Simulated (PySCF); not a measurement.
CH3O (SMILES C[O]), doublet, at a GFN2-xTB geometry; PySCF with PBE0/6-31G*.

Here is a job for PySCF.
```python
from pyscf import gto, scf, dft

mol = gto.Mole()
mol.atom = '''
    C     0.007376   -0.542581   -0.035516
    O    -0.023996    0.767211    0.026174
    H     1.056498   -0.912751    0.044622
    H    -0.435222   -0.988122    0.886279
    H    -0.473558   -0.981330   -0.927194
'''
mol.basis = '6-31g*'
mol.charge = 0
mol.spin = 1
mol.verbose = 4
mol.build()

mf = dft.UKS(mol)
mf.xc = 'pbe0'
mf.kernel()
mf.analyze()
```

Question: Predict the main parts of the log of this PySCF run.

Answer: 
```
PySCF version 2.14.0

[INPUT] verbose = 4
[INPUT] num. atoms = 5
[INPUT] num. electrons = 17
[INPUT] charge = 0
[INPUT] spin (= nelec alpha-beta = 2S) = 1
[INPUT] symmetry False subgroup None
[INPUT] Mole.unit = angstrom
[INPUT] Symbol           X                Y                Z      unit          X                Y                Z       unit  Magmom
[...]
nuclear repulsion = 35.1391225144348
number of shells = 18
number of NR pGTOs = 66
number of NR cGTOs = 34
basis = 6-31g*
ecp = {}

******** <class 'pyscf.dft.uks.UKS'> ********
method = UKS
initial guess = minao
damping factor = 0
level_shift factor = 0
DIIS = <class 'pyscf.scf.diis.CDIIS'>
diis_start_cycle = 1
diis_space = 8
diis_damp = 0
SCF conv_tol = 1e-09
SCF conv_tol_grad = None
SCF max_cycles = 50
direct_scf = True
direct_scf_tol = 1e-13
number electrons alpha = 9  beta = 8
XC library pyscf.dft.libxc version 7.1.2
    S. Lehtola, C. Steigemann, M. J. T. Oliveira, and M. A. L. Marques,  SoftwareX 7, 1–5 (2018)
XC functionals = pbe0
    C. Adamo and V. Barone,  J. Chem. Phys. 110, 6158 (1999)
    M. Ernzerhof and G. E. Scuseria,  J. Chem. Phys. 110, 5029 (1999)
radial grids:
    Treutler-Ahlrichs [JCP 102, 346 (1995); DOI:10.1063/1.469408] (M4) radial grids

becke partition: Becke, JCP 88, 2547 (1988); DOI:10.1063/1.454033
pruning grids: <function nwchem_prune>
grids dens level: 3
symmetrized grids: False
atomic radii adjust function: <function treutler_atomic_radii_adjust>
small_rho_cutoff = 0
Set gradient conv threshold to 3.16228e-05
tot grids = 57624
init E= -114.955577025908

cycle= 1 E= -114.81381460784  delta_E= 0.142  |g|= 0.422  |ddm|= 1.36
cycle= 2 E= -114.712343532717  delta_E= 0.101  |g|= 0.692  |ddm|= 1.04
cycle= 3 E= -114.911200104026  delta_E= -0.199  |g|= 0.057  |ddm|= 0.704
cycle= 4 E= -114.913362973696  delta_E= -0.00216  |g|= 0.0252  |ddm|= 0.0958
cycle= 5 E= -114.913719569861  delta_E= -0.000357  |g|= 0.00735  |ddm|= 0.0246
cycle= 6 E= -114.91376460613  delta_E= -4.5e-05  |g|= 0.00117  |ddm|= 0.0119
cycle= 7 E= -114.913765757237  delta_E= -1.15e-06  |g|= 0.000238  |ddm|= 0.0019
cycle= 8 E= -114.913765813421  delta_E= -5.62e-08  |g|= 6.54e-05  |ddm|= 0.000444
cycle= 9 E= -114.913765817895  delta_E= -4.47e-09  |g|= 1.24e-05  |ddm|= 0.000143
cycle= 10 E= -114.913765818139  delta_E= -2.44e-10  |g|= 3.15e-06  |ddm|= 3.95e-05
Extra cycle  E= -114.913765818152  delta_E= -1.26e-11  |g|= 1.85e-06  |ddm|= 6.87e-06
converged SCF energy = -114.913765818152  <S^2> = 0.7538387  2S+1 = 2.003835
**** SCF Summaries ****
Total Energy =                        -114.913765818151887
Nuclear Repulsion Energy =              35.139122514434803
One-electron Energy =                 -225.808670998589321
Two-electron Energy =                   75.755782666002617
Two-electron Coulomb Energy =           90.726201167282099
DFT Exchange-Correlation Energy =      -14.970418501279486
**** MO energy ****
                             alpha | beta                alpha | beta
[...]
To work with the spin densities directly, `use mulliken_meta_spin()` only printing them here.

 ** Mulliken spin pop alpha/beta on meta-lowdin orthogonal AOs **
 ** Mulliken Spin Density (per AO)  **
spin_pop of  0 C 1s        0.00000
spin_pop of  0 C 2s       -0.00960
spin_pop of  0 C 3s        0.00002
spin_pop of  0 C 2px      -0.01186
spin_pop of  0 C 2py      -0.02045
spin_pop of  0 C 2pz      -0.00900
spin_pop of  0 C 3px       0.00079
spin_pop of  0 C 3py      -0.00009
spin_pop of  0 C 3pz       0.00024
spin_pop of  0 C 3dxy      0.00107
spin_pop of  0 C 3dyz      0.00027
spin_pop of  0 C 3dz^2     0.00002
spin_pop of  0 C 3dxz      0.00003
spin_pop of  0 C 3dx2-y2   -0.00000
spin_pop of  1 O 1s       -0.00000
spin_pop of  1 O 2s        0.01244
spin_pop of  1 O 3s       -0.00048
spin_pop of  1 O 2px       0.64884
spin_pop of  1 O 2py       0.01227
spin_pop of  1 O 2pz       0.20927
spin_pop of  1 O 3px       0.00070
spin_pop of  1 O 3py       0.00017
spin_pop of  1 O 3pz      -0.00002
spin_pop of  1 O 3dxy      0.00054
spin_pop of  1 O 3dyz      0.00019
spin_pop of  1 O 3dz^2     0.00006
spin_pop of  1 O 3dxz      0.00013
spin_pop of  1 O 3dx2-y2    0.00006
spin_pop of  2 H 1s        0.08349
spin_pop of  2 H 2s        0.00017
spin_pop of  3 H 1s        0.08349
spin_pop of  3 H 2s        0.00017
spin_pop of  4 H 1s       -0.00287
spin_pop of  4 H 2s       -0.00004
 ** Mulliken Spin Density (per atom)  **
spin density of  0 C =     -0.04857
spin density of  1 O =      0.88416
spin density of  2 H =      0.08366
spin density of  3 H =      0.08366
spin density of  4 H =     -0.00291
 ** Mulliken pop alpha/beta on meta-lowdin orthogonal AOs **
 ** Mulliken pop       alpha | beta **
[...]
In total             9.00000 | 8.00000
 ** Mulliken atomic charges   ( Nelec_alpha | Nelec_beta ) **
charge of  0C =     -0.09324  (     3.02234      3.07091 )
charge of  1O =     -0.25311  (     4.56864      3.68448 )
charge of  2H =      0.13067  (     0.47649      0.39284 )
charge of  3H =      0.13067  (     0.47649      0.39283 )
charge of  4H =      0.08502  (     0.45604      0.45895 )
Dipole moment(X, Y, Z, Debye):  0.19948, -1.96641,  0.17747
```
